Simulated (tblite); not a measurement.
C2H11Si4 (doublet state).
SMILES with atom numbers: `[CH2:1]=[CH:2][SiH:3][SiH2:4][SiH2:5][SiH3:6]` (hydrogens: H7, H8 on C1; H9 on C2; H10 on Si3; H11, H12 on Si4; H13, H14 on Si5; H15, H16, H17 on Si6)

The geometry is computed with GFN2-xTB (gas phase). This method treats the open shell by occupation alone, without spin polarisation.

**Question.** What internal coordinates does the optimisation give?

**Answer.** 
```tsv
bond	length (Å)	order
C1=C2	1.335	double
C2–Si3	1.859	single
Si3–Si4	2.287	single
Si4–Si5	2.333	single
Si5–Si6	2.309	single
C1–H7	1.078	single
C1–H8	1.079	single
C2–H9	1.085	single
Si3–H10	1.471	single
Si4–H11, Si4–H12	1.476	single
Si5–H13, Si5–H14	1.474	single
Si6–H15, Si6–H16, Si6–H17	1.465	single
```

Bonds in one row agree within 0.01 Å and their mean is given. Orders are formal, as drawn. A selection of angles:
```tsv
angle	degrees
C2–C1–H7	121.4
C2–C1–H8	122.6
H7–C1–H8	116.0
C1–C2–Si3	125.9
C1–C2–H9	117.6
Si3–C2–H9	116.4
C2–Si3–Si4	116.6
C2–Si3–H10	108.2
Si4–Si3–H10	122.0
Si3–Si4–Si5	119.4
Si3–Si4–H11	106.3
Si3–Si4–H12	107.2
Si5–Si4–H11	109.0
H11–Si4–H12	103.6
Si4–Si5–Si6	114.1
Si4–Si5–H13	112.2
Si4–Si5–H14	106.7
Si6–Si5–H13	110.6
Si6–Si5–H14	109.5
H13–Si5–H14	102.9
Si5–Si6–H15	110.3
Si5–Si6–H16	111.4
Si5–Si6–H17	114.8
H15–Si6–H16	106.5
H15–Si6–H17	107.0
```

Dihedral angles: C1–C2–Si3–Si4 153° (antiperiplanar); C2–Si3–Si4–Si5 -42° (synclinal); Si3–Si4–Si5–Si6 -53° (synclinal). The mirror-image conformer, all signs reversed, is as good.

Si5 (silicon bonded to 2 Si and 2 H) is distorted tetrahedral (angles from 102.9° to 114.1°). Si4 (silicon bonded to 2 Si and 2 H) is distorted tetrahedral (angles from 103.6° to 119.4°). Si6 (silicon bonded to Si and 3 H) is distorted tetrahedral (angles from 106.5° to 114.8°). C2 (carbon bonded to C, Si and H) is planar (angles 125.9°, 117.6° and 116.4°, sum 359.9°, 0.02 Å off the plane of its three neighbours). C1 (carbon bonded to C and 2 H) is planar (angles 122.6°, 121.4° and 116.0°, sum 360.0°, 0.00 Å off the plane of its three neighbours). Si3 (silicon bonded to C, Si and H) is pyramidal (angles 122.0°, 116.6° and 108.2°, sum 346.8°, 0.38 Å off the plane of its three neighbours). The 3 Si–Si bonds span 2.287 Å (Si3–Si4, drawn single) to 2.333 Å (Si4–Si5, drawn single), a spread of 0.046 Å.

Point group: C1 (no symmetry element, even within 0.4 Å). Its lowest GFN2-xTB frequency is 12i cm⁻¹, too small to tell a flat minimum from a shallow saddle.
